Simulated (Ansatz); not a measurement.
Total energies of `CN(C)c1ccc(/C=C/c2ccc(/C=C/c3ccc(/C=C/c4ccc(/C=C/c5ccc(/C=C/c6ccc(/C=C/C#N)cc6)cc5)cc4)cc3)cc2)cc1` from Ansatz at PBE-D4/def2-SVP, gas phase (1 Eh = 27.2114 eV = 2625.5 kJ/mol). The reference geometry is relaxed at PBE-D4/def2-SVP.

```
                state   geometry  energy (Eh)
     charge 0 singlet  reference  -2074.16670
     charge 1 doublet  reference  -2073.96474
    charge -1 doublet  reference  -2074.24818
free C atom (triplet)          –    -37.75124
free N atom (quartet)          –    -54.46658
free H atom (doublet)          –     -0.49863
```

Single mean-field runs in def2-SVP are fitted with def2-universal-jkfit.

Work out the vertical ionisation energy to the doublet.

E(charge 1 doublet) − E(charge 0 singlet) = -2073.96474 − (-2074.16670) = 0.20196 Eh = 5.50 eV. For comparison, −ε of the highest occupied level is 4.33 eV at this level, 1.17 eV less.

Work out the vertical electron affinity, to the doublet.

E(charge 0 singlet) − E(charge -1 doublet) = -2074.16670 − (-2074.24818) = 0.08148 Eh = 2.22 eV. The basis lacks diffuse functions, which makes affinities too small.

Give the fundamental gap IE − EA, the Mulliken electronegativity (IE + EA)/2 and the hardness (IE − EA)/2.

From the values in Eh: IE − EA = 0.20196 − 0.08148 = 0.12048 Eh = 3.28 eV; (IE + EA)/2 = 3.86 eV; (IE − EA)/2 = 1.64 eV. The HOMO–LUMO gap of the same run is 1.09 eV, 2.19 eV smaller than the fundamental gap.

What is the binding energy per atom against free atoms?

Atoms: 51 × (-37.75124) + 2 × (-54.46658) + 42 × (-0.49863) = -2055.18886 Eh. Binding: -2055.18886 − (-2074.16670) = 18.97784 Eh = 516.41 eV, or 5.44 eV for each of 95 atoms (no zero-point energy, no counterpoise term).
